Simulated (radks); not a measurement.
All-electron atom: Ir IV in [Xe] 4f14 5d6 (the NIST ground configuration).

All-electron calculation, Dirac Kohn-Sham, PBE, spin-unpolarised, spherical densities, finite nucleus; open shells fill j = l - 1/2 first; Fermi nuclear charge, rms radius 5.4032 fm. Program: a radial shooting solver on a logarithmic mesh with Libxc functionals.

Energy parts (hartree):
part                       energy
total                 -17852.5020
kinetic                20332.6654
electron-nucleus      -44711.3524
Hartree                 6874.1289
exchange-correlation    -347.9439

Orbitals (lengths in bohr, moments of r in powers of bohr; <r^-3> diverges for s and p1/2):
| orbital | occ. | eigenvalue (hartree) | <r^4> | <1/r> | <r^-3> | <r^2> | small-component weight |
|---|---|---|---|---|---|---|---|
| 1s1/2 | 2 | -2793.481 | 4.815e-07 | 92.14 | - | 0.0004197 | 8.50e-02 |
| 2s1/2 | 2 | -489.2873 | 0.00007087 | 22.56 | - | 0.006361 | 1.94e-02 |
| 2p1/2 | 2 | -468.8757 | 0.00004233 | 22.53 | - | 0.004517 | 1.95e-02 |
| 2p3/2 | 4 | -409.0667 | 0.00006393 | 18.59 | 18750 | 0.005710 | 1.74e-02 |
| 3s1/2 | 2 | -115.3144 | 0.002592 | 8.282 | - | 0.04139 | 6.44e-03 |
| 3p1/2 | 2 | -106.1399 | 0.002270 | 8.198 | - | 0.03783 | 6.39e-03 |
| 3p3/2 | 4 | -93.04428 | 0.003079 | 7.175 | 4312 | 0.04431 | 5.79e-03 |
| 3d3/2 | 4 | -77.67860 | 0.002061 | 7.071 | 750.2 | 0.03413 | 5.68e-03 |
| 3d5/2 | 6 | -74.84845 | 0.002260 | 6.835 | 628.7 | 0.03590 | 5.52e-03 |
| 4s1/2 | 2 | -25.50385 | 0.05936 | 3.494 | - | 0.2024 | 2.16e-03 |
| 4p1/2 | 2 | -21.62701 | 0.06395 | 3.385 | - | 0.2074 | 2.06e-03 |
| 4p3/2 | 4 | -18.52985 | 0.08633 | 3.030 | 1022 | 0.2411 | 1.84e-03 |
| 4d3/2 | 4 | -12.16408 | 0.1063 | 2.822 | 158.0 | 0.2578 | 1.64e-03 |
| 4d5/2 | 6 | -11.58908 | 0.1166 | 2.739 | 129.5 | 0.2701 | 1.58e-03 |
| 4f5/2 | 6 | -3.49407 | 0.2548 | 2.334 | 25.74 | 0.3453 | 1.20e-03 |
| 4f7/2 | 8 | -3.37937 | 0.2710 | 2.301 | 24.49 | 0.3556 | 1.17e-03 |
| 5s1/2 | 2 | -4.73588 | 1.669 | 1.394 | - | 1.071 | 5.21e-04 |
| 5p1/2 | 2 | -3.51472 | 2.418 | 1.268 | - | 1.269 | 4.41e-04 |
| 5p3/2 | 4 | -3.01062 | 3.418 | 1.143 | 163.7 | 1.506 | 3.77e-04 |
| 5d3/2 | 4 | -1.37849 | 12.13 | 0.8519 | 14.95 | 2.686 | 2.16e-04 |
| 5d5/2 | 2 | -1.32547 | 13.62 | 0.8248 | 11.99 | 2.847 | 2.04e-04 |

The highest occupied level is 5d5/2 at -36.068 eV. Summed over all electrons, <r^2> = 37.23 bohr^2, which gives a Langevin (diamagnetic) susceptibility term of -29.5 x 10^-6 cm^3/mol. The density falls to 0.001 e/bohr^3 at r = 3.37 bohr. For comparison, the ionisation energy in NIST's Atomic Spectra Database is 40 eV (theoretical). In exact Kohn-Sham theory the highest level is minus the ionisation energy, but local and semilocal functionals leave it too shallow, through self-interaction and a potential that decays too fast; potentials with the right tail come closer.

Beside tabulated values, note that spin-unpolarised runs miss the spin-polarisation part of the exchange energy of open shells.
